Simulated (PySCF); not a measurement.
# Atomic charges against the basis set

Species: CH9BSi2.
Bonds: B1–C2, C2–Si3, Si3–Si4. Hydrogens: H5, H6 on B1; H7, H8 on C2; H9, H10 on Si3; H11, H12, H13 on Si4.

PBE0 throughout (PySCF), one geometry, spherical d and f functions. Isolated species at its PBE0-D3(BJ)/def2-SVP geometry (one conformer only). Atoms taken as equivalent share a column and are averaged. The first 7 of 8 kinds of atom are listed.

Mulliken charges (e):

```
        basis  functions      B1      C2     Si3     Si4   H5/H6   H7/H8  H9/H10
       STO-3G         37  +0.134  -0.393  +0.431  +0.345  -0.054  +0.077  -0.113
        6-31G         62  +0.212  -0.823  +0.385  +0.252  -0.026  +0.217  -0.081
     pcSseg-0         62  +0.263  -1.261  +0.288  +0.065  +0.036  +0.290  +0.014
       6-31G*         82  +0.086  -0.679  +0.256  +0.126   0.000  +0.214  -0.043
      cc-pVDZ        109  -0.018  -0.180  +0.111  +0.076  -0.009  +0.074  -0.022
     def2-SVP        109  +0.043  -0.326  +0.160  +0.149  -0.008  +0.096  -0.033
6-311+G(2d,p)        178  +0.018  -0.585  +0.315  +0.093  +0.002  +0.183  -0.045
  aug-cc-pVDZ        181  -1.231  +0.503  -0.531  -1.015  +0.667  -0.353  +0.347
    def2-TZVP        190  -0.068  -0.314  +0.093  +0.006  +0.018  +0.140  -0.006
     IGLO-III        248  +0.211  -0.604  +0.405  +0.482  -0.044  +0.166  -0.147
      cc-pVTZ        254  -0.063  -0.275  +0.103  +0.044  +0.020  +0.113  -0.017
```

IAO charges (e):

```csv
basis,functions,B1,C2,Si3,Si4,H5/H6,H7/H8,H9/H10
STO-3G,37,+0.054,-0.617,+0.498,+0.375,-0.004,+0.140,-0.111
6-31G,62,+0.025,-0.628,+0.374,+0.153,+0.011,+0.170,-0.062
pcSseg-0,62,+0.019,-0.630,+0.354,+0.107,+0.011,+0.172,-0.049
6-31G*,82,+0.041,-0.643,+0.465,+0.255,+0.004,+0.164,-0.095
cc-pVDZ,109,+0.022,-0.639,+0.464,+0.252,+0.009,+0.165,-0.093
def2-SVP,109,+0.030,-0.637,+0.475,+0.263,+0.005,+0.163,-0.097
"6-311+G(2d,p)",178,+0.025,-0.657,+0.488,+0.275,+0.009,+0.168,-0.101
aug-cc-pVDZ,181,+0.023,-0.646,+0.467,+0.252,+0.009,+0.167,-0.093
def2-TZVP,190,+0.025,-0.660,+0.495,+0.280,+0.009,+0.169,-0.103
IGLO-III,248,+0.024,-0.660,+0.493,+0.278,+0.009,+0.169,-0.102
cc-pVTZ,254,+0.025,-0.658,+0.485,+0.268,+0.009,+0.169,-0.099
```

Hirshfeld charges (e):

```tsv
basis	functions	B1	C2	Si3	Si4	H5/H6	H7/H8	H9/H10
STO-3G	37	+0.131	-0.145	+0.298	+0.248	-0.078	+0.016	-0.082
6-31G	62	+0.126	-0.196	+0.235	+0.178	-0.059	+0.049	-0.068
pcSseg-0	62	+0.121	-0.202	+0.266	+0.200	-0.064	+0.041	-0.069
6-31G*	82	+0.128	-0.195	+0.231	+0.185	-0.059	+0.053	-0.070
cc-pVDZ	109	+0.124	-0.209	+0.258	+0.205	-0.061	+0.051	-0.073
def2-SVP	109	+0.123	-0.213	+0.266	+0.213	-0.062	+0.051	-0.075
6-311+G(2d,p)	178	+0.127	-0.223	+0.259	+0.209	-0.059	+0.051	-0.072
aug-cc-pVDZ	181	+0.124	-0.228	+0.259	+0.206	-0.058	+0.052	-0.071
def2-TZVP	190	+0.124	-0.222	+0.256	+0.205	-0.059	+0.053	-0.071
IGLO-III	248	+0.121	-0.225	+0.260	+0.207	-0.059	+0.052	-0.070
cc-pVTZ	254	+0.124	-0.220	+0.256	+0.204	-0.059	+0.053	-0.071
```

ESP-fitted charges (e):

```csv
basis,functions,B1,C2,Si3,Si4,H5/H6,H7/H8,H9/H10
STO-3G,37,+0.208,-0.277,+0.280,+0.182,-0.105,+0.073,-0.073
6-31G,62,+0.291,-0.419,+0.290,+0.152,-0.117,+0.129,-0.083
pcSseg-0,62,+0.361,-0.598,+0.329,+0.088,-0.123,+0.169,-0.076
6-31G*,82,+0.276,-0.381,+0.258,+0.117,-0.113,+0.125,-0.075
cc-pVDZ,109,+0.229,-0.322,+0.230,+0.086,-0.100,+0.111,-0.067
def2-SVP,109,+0.232,-0.343,+0.251,+0.105,-0.099,+0.115,-0.072
"6-311+G(2d,p)",178,+0.281,-0.404,+0.247,+0.101,-0.113,+0.132,-0.070
aug-cc-pVDZ,181,+0.284,-0.390,+0.241,+0.101,-0.115,+0.127,-0.069
def2-TZVP,190,+0.269,-0.376,+0.251,+0.105,-0.111,+0.124,-0.073
IGLO-III,248,+0.264,-0.374,+0.224,+0.102,-0.109,+0.126,-0.065
cc-pVTZ,254,+0.266,-0.369,+0.242,+0.112,-0.110,+0.123,-0.071
```

Some averages cover members that differ in this geometry, most widely: H9/H10, Mulliken in aug-cc-pVDZ +0.287 to +0.408; H7/H8, Mulliken in aug-cc-pVDZ -0.395 to -0.311 e.

**Question.** Which scheme is steadiest as the basis changes?

**Answer.** Largest range over the bases for any column: Hirshfeld 0.08 e, IAO 0.27 e, ESP-fitted 0.32 e, Mulliken 1.76 e. Hirshfeld charges move least and Mulliken charges most, counted in e. Without the minimal STO-3G basis the ranges are Hirshfeld 0.03, IAO 0.17, ESP-fitted 0.28, Mulliken 1.76 e.

**Question.** How much do the charges still move between the two largest bases, IGLO-III and cc-pVTZ?

**Answer.** At most, over all atoms: Mulliken 0.438 e, IAO 0.010 e, Hirshfeld 0.005 e, ESP-fitted 0.018 e.

**Question.** What do the same runs give for the total energy, the frontier levels and the dipole moment?

**Answer.** 
| basis | energy (Eh) | HOMO (eV) | LUMO (eV) | μ (D) |
| --- | --- | --- | --- | --- |
| STO-3G | -639.5319 | -6.21 | 2.07 | 1.09 |
| 6-31G | -646.8811 | -8.31 | -1.06 | 0.95 |
| pcSseg-0 | -646.1460 | -8.72 | -1.43 | 0.85 |
| 6-31G* | -646.9494 | -8.16 | -1.11 | 1.00 |
| cc-pVDZ | -646.9861 | -8.18 | -1.34 | 0.99 |
| def2-SVP | -646.7581 | -8.26 | -1.39 | 0.98 |
| 6-311+G(2d,p) | -647.0260 | -8.23 | -1.49 | 0.96 |
| aug-cc-pVDZ | -646.9915 | -8.21 | -1.48 | 0.96 |
| def2-TZVP | -647.0308 | -8.21 | -1.46 | 0.98 |
| IGLO-III | -647.0346 | -8.24 | -1.49 | 0.95 |
| cc-pVTZ | -647.0354 | -8.22 | -1.44 | 0.98 |

The dipole is fixed by the density alone, so its range of 0.24 D shows that the density itself changes with the basis, not only its division among atoms.
